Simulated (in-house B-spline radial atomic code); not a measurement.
Orbital energies and mean radii along the 17-electron series, configuration [Ne] 3s2 3p5. The effective charge is n√(-2ε), a non-relativistic measure. Computed with a radial B-spline atomic code at the basis-set limit: non-relativistic Hartree-Fock, average of the configuration, point nuclei.

This level leaves out relativity, spin-orbit splitting included, which matters for heavy ions.

```json
{"ion": "Cu12+", "Z": "29", "energy of 3s (Eh)": "-16.543", "mean radius of 3s (bohr)": "0.63462", "energy of 2p (Eh)": "-49.404", "mean radius of 2p (bohr)": "0.20627", "energy of 2s (Eh)": "-54.607", "mean radius of 2s (bohr)": "0.23608", "energy of 3p (Eh)": "-14.772", "mean radius of 3p (bohr)": "0.63158", "effective charge of 3s": "17.256"}
{"ion": "Zn13+", "Z": "30", "energy of 3s (Eh)": "?", "mean radius of 3s (bohr)": "?", "energy of 2p (Eh)": "?", "mean radius of 2p (bohr)": "?", "energy of 2s (Eh)": "?", "mean radius of 2s (bohr)": "?", "energy of 3p (Eh)": "?", "mean radius of 3p (bohr)": "?", "effective charge of 3s": "?"}
{"ion": "Ga14+", "Z": "31", "energy of 3s (Eh)": "-20.712", "mean radius of 3s (bohr)": "0.5791", "energy of 2p (Eh)": "-59.846", "mean radius of 2p (bohr)": "0.1906", "energy of 2s (Eh)": "-65.5", "mean radius of 2s (bohr)": "0.21897", "energy of 3p (Eh)": "-18.742", "mean radius of 3p (bohr)": "0.5723", "effective charge of 3s": "19.308"}
{"ion": "Ge15+", "Z": "32", "energy of 3s (Eh)": "-22.964", "mean radius of 3s (bohr)": "0.55488", "energy of 2p (Eh)": "-65.444", "mean radius of 2p (bohr)": "0.18361", "energy of 2s (Eh)": "-71.323", "mean radius of 2s (bohr)": "0.2113", "energy of 3p (Eh)": "-20.894", "mean radius of 3p (bohr)": "0.54672", "effective charge of 3s": "20.331"}
{"ion": "As16+", "Z": "33", "energy of 3s (Eh)": "?", "mean radius of 3s (bohr)": "?", "energy of 2p (Eh)": "?", "mean radius of 2p (bohr)": "?", "energy of 2s (Eh)": "?", "mean radius of 2s (bohr)": "?", "energy of 3p (Eh)": "?", "mean radius of 3p (bohr)": "?", "effective charge of 3s": "?"}
{"ion": "Se17+", "Z": "34", "energy of 3s (Eh)": "-27.804", "mean radius of 3s (bohr)": "0.51214", "energy of 2p (Eh)": "-77.393", "mean radius of 2p (bohr)": "0.17108", "energy of 2s (Eh)": "-83.724", "mean radius of 2s (bohr)": "0.19747", "energy of 3p (Eh)": "-25.535", "mean radius of 3p (bohr)": "0.50198", "effective charge of 3s": "22.371"}
{"ion": "Br18+", "Z": "35", "energy of 3s (Eh)": "-30.391", "mean radius of 3s (bohr)": "0.49318", "energy of 2p (Eh)": "-83.744", "mean radius of 2p (bohr)": "0.16543", "energy of 2s (Eh)": "-90.301", "mean radius of 2s (bohr)": "0.19121", "energy of 3p (Eh)": "-28.022", "mean radius of 3p (bohr)": "0.48228", "effective charge of 3s": "23.389"}
{"ion": "Kr19+", "Z": "36", "energy of 3s (Eh)": "-33.09", "mean radius of 3s (bohr)": "0.47559", "energy of 2p (Eh)": "-90.345", "mean radius of 2p (bohr)": "0.16014", "energy of 2s (Eh)": "-97.129", "mean radius of 2s (bohr)": "0.18533", "energy of 3p (Eh)": "-30.622", "mean radius of 3p (bohr)": "0.4641", "effective charge of 3s": "24.405"}
{"ion": "Rb20+", "Z": "37", "energy of 3s (Eh)": "-35.9", "mean radius of 3s (bohr)": "0.45922", "energy of 2p (Eh)": "-97.197", "mean radius of 2p (bohr)": "0.15518", "energy of 2s (Eh)": "-104.21", "mean radius of 2s (bohr)": "0.1798", "energy of 3p (Eh)": "-33.332", "mean radius of 3p (bohr)": "0.44726", "effective charge of 3s": "25.421"}
```

Fill in the row of Zn13+.

energy of 3s (Eh): -18.571; mean radius of 3s (bohr): 0.60556; energy of 2p (Eh): -54.499; mean radius of 2p (bohr): 0.19813; energy of 2s (Eh): -59.927; mean radius of 2s (bohr): 0.2272; energy of 3p (Eh): -16.701; mean radius of 3p (bohr): 0.60044; effective charge of 3s: 18.283.

Fill in the row of As16+.

energy of 3s (Eh): -25.328; mean radius of 3s (bohr): 0.53264; energy of 2p (Eh): -71.293; mean radius of 2p (bohr): 0.17712; energy of 2s (Eh): -77.398; mean radius of 2s (bohr): 0.20415; energy of 3p (Eh): -23.158; mean radius of 3p (bohr): 0.52338; effective charge of 3s: 21.352.

How does the screening of 3s change?

Z less the effective charge goes from 11.74 at Z = 29 to 11.58 at Z = 37.
